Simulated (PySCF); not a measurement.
F4Sn, SMILES [F][Sn]([F])([F])[F], PBE0/def2-SVP optimised geometry.

```
5

F     -1.26    -1.79     1.55
Sn    -0.63    -0.90     0.00
F      1.27    -0.90     0.00
F     -1.27    -1.79    -1.55
F     -1.27     0.90     0.00
```

Density from PBE0/def2-TZVP, def2 effective core potentials past Kr (PySCF 2.14.0) at that geometry. The core electrons that the potentials of Sn replace are not part of the density.

Minimum of the electron density along straight lines between bonded atoms, close to the bond critical point (lines longer than 1.1 times the sum of covalent radii, or with two minima, are not listed):

```
bond    length / Å  ρ at the minimum / e bohr⁻³  ∇²ρ there / e bohr⁻⁵  position (fraction from the first atom)
------  ----------  ---------------------------  --------------------  ---------------------------------------
F1–Sn2       1.902                        0.129                  0.63                                     0.48
Sn2–F3       1.903                        0.129                  0.63                                     0.52
Sn2–F4       1.903                        0.129                  0.63                                     0.52
Sn2–F5       1.902                        0.129                  0.63                                     0.52
```
